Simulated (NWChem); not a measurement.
System: CuH; SMILES [CuH]

Input file for NWChem:

```
start job
memory heap 200 mb stack 900 mb global 1100 mb
geometry units angstroms noautosym nocenter noautoz
  Cu     0.000000     0.000000     0.046040
  H      0.000000     0.000000    -1.375310
end
basis spherical bse
  * library x2c-svpall-s
end
relativistic
  zora on
  zora:cutoff 1d-30
end
dft
  xc pbe0
  grid fine
  iterations 150
end
property
  shielding
end
task dft property
```

Geometry: optimised at B3LYP/6-31G* (spherical d).

GIAO values for the isolated, static molecule; σ is the absolute isotropic shielding, δ = σ(reference) − σ with the isolated reference molecule computed at the same levels (1H: tetramethylsilane).

Atoms are numbered as in the input.

Q: Give the results of this calculation. (PBE0/x2c-SVPall-s, scalar ZORA without spin-orbit coupling, GIAO.) Quantities: σ Cu1 (ppm); δ H2 (ppm).

A: The σ Cu1 (ppm) is 1738.5. The δ H2 (ppm) comes out as -0.43.
